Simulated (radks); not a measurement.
Problem. These are the eigenvalues of the occupied orbitals of an atom or ion with whole-number occupations (hartree). All-electron calculation, non-relativistic Kohn-Sham, PBEsol, spin-polarised, spherical densities, point nucleus. Program: a radial shooting solver on a logarithmic mesh with Libxc functionals.

orbital  eigenvalue
1s up     -184.0091
1s down   -183.9709
2s up     -25.69222
2s down   -25.65705
2p up     -22.53857
2p down   -22.49085
3s up      -7.54006
3s down    -7.34353
3p up      -6.63097

Which element is it, and in what charge state? The configuration may be excited. Open shells, if any, are filled with parallel spins first.

Solution. Z = 22, titanium, charge +8: Ti8+ in [Ne] 3s2 3p2. The list shows which subshells hold electrons but not how many an open one holds; the 1s level, -184.01 hartree, gives Z - s = 19.2 by -(Z - s)^2/2, which with screening narrows Z to a few neighbours, and the depths of the outer levels then fix element, charge and occupations together.
